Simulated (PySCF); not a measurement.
CAgO, SMILES O=[C+][Ag], charge +1, multiplicity 1.

Coordinates come from a PBE0-D3(BJ)/def2-TZVP optimisation. The multiplicity is an assumed one; other spin states were not compared. The def2 effective core potentials stand for the cores of Ag; spin–orbit coupling is left out.

Two levels are set side by side: TDA-PBE/def2-TZVPD (PySCF) and TDA-ωB97X/def2-TZVPD (PySCF). Vertical, same geometry. The lowest singlet is HOMO→LUMO 99 % with PBE and HOMO→LUMO 95 % with the other functional; states are paired by order. Differences are taken from unrounded values.

```csv
quantity,TDA-ωB97X,TDA-PBE,TDA-PBE minus TDA-ωB97X
lowest singlet excitation (eV),5.47,4.90,-0.57
lowest triplet excitation (TDA) (eV),4.90,4.08,-0.83
```

A lower first singlet is the usual sign of a functional without exact exchange. Differences between two approximate levels are no errors against the true value.

Rough cost on one machine, each run with all the roots and properties that it gave: TDA-ωB97X against TDA-PBE about 4 times.
